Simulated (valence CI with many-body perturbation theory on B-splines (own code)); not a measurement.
Results of a calculation; reference values are marked as such.
Hyperfine factors and g values of Kr²³⁺

Level of theory: configuration interaction combined with many-body perturbation theory (CI+MBPT): three valence electrons over a frozen Dirac-Fock core [Ne], a basis of 11 s, 11 p, 10 d, 8 f, 5 g, 2 h functions for each j, with the one-electron correlation potential Σ1, the two-electron term Σ2, the three-electron term Σ3, Breit, model QED; selected CI, second order for the rest, scaled by the run's own slope (own B-spline code, finite nucleus).

No measured spectrum was set against this ion. As an estimate, levels of excited configurations hold to 0.05 to 0.15 % of their energy, terms of the ground configuration to about 0.5 %.

A/g_I is the dipole constant over the nuclear g factor μ/I (μ in nuclear magnetons, uniformly magnetised nucleus), B/Q the quadrupole constant per barn. Both hold the static response of the core; the bare values leave it out. Large factors of s and p1/2 electrons are usually good to 5 to 10 %; those of open d and f shells near neutrality can be off by tens of per cent, and small factors of p3/2, d and f electrons come from cancelling terms and can be off by a factor of two or in sign, in half-filled shells by more. B is blank for J = 1/2, where it vanishes, and for nearly pure S terms. Energies count from the lowest level.

Names give the largest LS component (configuration and term), which can be under half, so a name can repeat, a term be missing and a line seem to break the LS rules; names also repeat where a configuration has a term twice. Letters in brackets count levels of one name in rising energy.

```
             Level  E (cm⁻¹)      g  A/g_I (MHz)  A/g_I bare  B/Q (MHz/b)  B/Q bare
     3s²3p ²P°_1/2         0  0.663        92100       88700                       
     3s²3p ²P°_3/2     97367  1.332        17300       17100        30900     30000
      3s3p² ⁴P_1/2    411830  2.595       206000      199000                       
      3s3p² ⁴P_3/2    464010  1.717        77000       74900        25200     24400
      3s3p² ⁴P_5/2    500420  1.522        82700       80200       -15600    -15100
      3s3p² ²D_3/2    579870  0.836        -9020       -8240        35700     34700
      3s3p² ²D_5/2    611740  1.274        71700       69200        39900     38700
      3s3p² ²P_1/2    658220  1.215        59700       57600                       
      3s3p² ²S_1/2    755220  1.520       246000      236000                       
      3s3p² ²P_3/2    765480  1.289       -20700      -18700       -27800    -27000
      3s²3d ²D_3/2    843170  0.817        -29.5         571         9220      9290
      3s²3d ²D_5/2    856190  1.199        13300       13300        13200     13300
       3p³ ²D°_3/2   1049700  1.172         8740        9170        23100     22500
       3p³ ²D°_5/2   1097700  1.193        38200       37400       -11000    -10600
       3p³ ⁴S°_3/2   1107700  1.557        -7020       -4980        -7500     -7240
    3s3p3d ⁴F°_3/2   1141600  0.471       -27300      -26000        12900     12800
    3s3p3d ⁴F°_5/2   1161100  1.046        30100       29400         7510      7640
    3s3p3d ⁴F°_7/2   1191400  1.249        45300       44100         9070      9290
       3p³ ²P°_1/2   1202500  0.662        81400       77800                       
    3s3p3d ⁴P°_5/2   1225600  1.471        49300       48100        11200     11300
    3s3p3d ⁴D°_3/2   1227900  1.349        31200       30900         4180      4130
    3s3p3d ⁴D°_1/2   1233200  0.253       -99000      -94600                       
    3s3p3d ⁴F°_9/2   1244800  1.332        41200       40200        37900     37300
       3p³ ²P°_3/2   1248200  1.322        10200       10900       -12000    -11600
    3s3p3d ⁴D°_5/2   1292800  1.285        40000       39200        -3030     -2960
    3s3p3d ⁴D°_7/2   1293600  1.405        48800       47700        -9910     -9440
    3s3p3d ⁴P°_3/2   1297200  1.438        39700       39100        -7950     -7960
    3s3p3d ⁴P°_1/2   1297300  2.424       160000      155000                       
3s3p3d ²F°_5/2 [a]   1304200  1.103        34900       34000         6560      6680
    3s3p3d ²D°_3/2   1310600  0.964        -6560       -5780       -12000    -11500
3s3p3d ²D°_5/2 [a]   1336400  1.149        51600       49900         -216      37.6
3s3p3d ²F°_7/2 [a]   1393500  1.141         5020        5490        37600     37100
3s3p3d ²P°_3/2 [a]   1422300  1.156        13800       13900         2270      2420
3s3p3d ²F°_7/2 [b]   1467400  1.150        38200       37100        35600     35100
3s3p3d ²P°_1/2 [a]   1472100  0.657       -97900      -93400                       
3s3p3d ²F°_5/2 [b]   1474300  0.884       -16800      -15500        30200     29800
3s3p3d ²P°_1/2 [b]   1499500  0.658        40400       39100                       
3s3p3d ²P°_3/2 [b]   1511400  1.122        65000       62600         -576      -287
3s3p3d ²D°_5/2 [b]   1517800  1.167       -13800      -12400       -19100    -18300
3s3p3d ²P°_3/2 [c]   1520500  1.164        -2080       -1080       -15900    -15400
```

Q: Take the isotope of mass number 83, with I = 9/2, μ = -0.97073 μN and Q = 0.259 b. What is the hyperfine structure of 3s²3p ²P°_1/2?

A: From the table A = -19900 MHz. Shifts from the centre of gravity in MHz: F = 4: 54700, F = 5: -44800.
